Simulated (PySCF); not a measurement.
Te(SMe)(GeH3) (CH6GeSTe), SMILES CS[Te][GeH3].

Geometry optimised at PBE0-D3(BJ)/def2-SVP. The structure was generated by enumeration, and PubChem lists no compound with its InChIKey, so it may never have been made. The def2 effective core potentials stand for the cores of Te; spin–orbit coupling is left out. Other conformers were not sampled.

Method: PBE0-D3(BJ)/def2-SVP run with PySCF.

Frequencies are harmonic and unscaled.

```tsv
mode	ν (cm⁻¹)	IR (km/mol)	Raman (Å⁴/amu)	depolarisation	moving atoms (share of kinetic energy)
1	58	0.5	3.6	0.66	C 44 %, Ge 23 %, H 21 %, Te 11 %
2	85	1.8	1.9	0.64	S 55 %, H 19 %, Ge 13 %, Te 8 %
3	107	0.2	0.4	0.73	H 94 %
4	172	1.1	0.3	0.25	H 91 %
5	194	0.4	5.1	0.43	C 47 %, H 25 %, S 16 %, Te 13 %
6	237	2.8	11.7	0.23	Ge 60 %, Te 38 %
7	356	3.0	12.0	0.25	S 78 %, Te 18 %
8	499	6.1	11.9	0.74	H 93 %
9	512	5.6	10.2	0.75	H 96 %
10	723	2.6	6.9	0.38	C 57 %, S 30 %, H 13 %
11	798	318.3	16.7	0.34	H 97 %
12	868	35.4	28.8	0.75	H 99 %
13	879	30.1	22.3	0.74	H 99 %
14	963	13.1	3.7	0.52	H 78 %, C 19 %
15	966	4.3	4.2	0.75	H 84 %, C 15 %
16	1327	4.2	5.2	0.53	H 86 %, C 14 %
17	1431	11.6	18.7	0.73	H 96 %
18	1449	11.7	13.5	0.68	H 95 %
19	2146	104.2	343.8	0.07	H 99 %
20	2159	91.6	113.7	0.71	H 98 %
21	2170	83.0	152.7	0.47	H 98 %
22	3059	15.3	198.9	0.08	H 98 %
23	3171	1.3	133.6	0.63	H 90 %, C 10 %
24	3186	2.7	50.0	0.73	H 90 %, C 10 %
```
